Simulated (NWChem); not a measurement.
System meant: HSeSBr; SMILES S[Se]Br

NWChem input:

```
start job
memory heap 200 mb stack 900 mb global 1100 mb
geometry units angstroms noautosym nocenter noautoz
  Se     0.727604    -0.600192     0.006332
  Br    -0.218776     1.552782     0.011365
  S     -0.975213    -1.944637     0.056860
  H     -1.206796    -2.020903    -1.277544
end
basis spherical
  * library def2-svp
end
dft
  xc m06-l
  iterations 150
end
property
  shielding
end
task dft property
```

End of the output:

```
 Vector   46  Occ=0.000000D+00  E= 1.472471D-03
              MO Center= -1.0D+00, -1.9D+00, -8.5D-01, r^2= 2.6D+00
   Bfn.  Coefficient  Atom+Function         Bfn.  Coefficient  Atom+Function
  ----- ------------  ---------------      ----- ------------  ---------------
    84      1.172663  4 H  s                 77      0.870198  3 S  pz
    68     -0.703801  3 S  s                 83      0.397323  4 H  s
    74      0.279236  3 S  pz                67     -0.233722  3 S  s
    71      0.159856  3 S  pz                66      0.156029  3 S  s
    75      0.151649  3 S  px                 5      0.142210  1 Se s

 center of mass
 --------------
 x =   0.07429897 y =   0.12330536 z =   0.01909632

 moments of inertia (a.u.)
 ------------------
        1239.393174550272          -3.522611323536           0.465647672225
          -3.522611323536         281.846631564284          -0.181026553871
           0.465647672225          -0.181026553871        1508.797101494804

     Multipole analysis of the density
     ---------------------------------

     L   x y z        total         alpha         beta         nuclear
     -   - - -        -----         -----         ----         -------
     0   0 0 0     -0.000000    -43.000000    -43.000000     86.000000

     1   1 0 0      0.027795     -0.242323     -0.242323      0.512441
     1   0 1 0     -0.477205     -0.999923     -0.999923      1.522641
     1   0 0 1     -0.419683     -0.441596     -0.441596      0.463510

     2   2 0 0    -35.824329    -82.812801    -82.812801    129.801272
     2   1 1 0      0.439587    -10.571982    -10.571982     21.583550
     2   1 0 1      1.192736     -0.696618     -0.696618      2.585972
     2   0 2 0    -35.818665   -305.785880   -305.785880    575.753095
     2   0 1 1      1.752071     -1.447090     -1.447090      4.646252
     2   0 0 2    -36.972208    -21.503174    -21.503174      6.034140

          -----------------------------------------
          Chemical Shielding Tensors (GIAO, in ppm)
          -----------------------------------------

 ------------------------------------------------------------------------
  xm06: d2 not coded                    0
 ------------------------------------------------------------------------
 ------------------------------------------------------------------------
  current input line :
    19: task dft property
 ------------------------------------------------------------------------
 ------------------------------------------------------------------------
 This error has not yet been assigned to a category
 ------------------------------------------------------------------------
 For more information see the NWChem manual at https://nwchemgit.github.io

0: xm06: d2 not coded:Received an Error in Communication
```

Problem. Find the fault in this run and fix the input.

Solution. The program stopped with an error. Cause: this functional's second derivatives, which shieldings need, aren't coded here; the fix takes a hybrid GGA instead. This input runs:
```
start job
memory heap 200 mb stack 900 mb global 1100 mb
geometry units angstroms noautosym nocenter noautoz
  Se     0.727604    -0.600192     0.006332
  Br    -0.218776     1.552782     0.011365
  S     -0.975213    -1.944637     0.056860
  H     -1.206796    -2.020903    -1.277544
end
basis spherical
  Se library def2-svp
  Br library def2-svp
  S library def2-svp
  H library def2-svp
end
dft
  xc pbe0
  iterations 150
end
property
  shielding
end
task dft property
```
It converges to -5373.06721 Ha (PBE0/def2-SVP, GIAO).
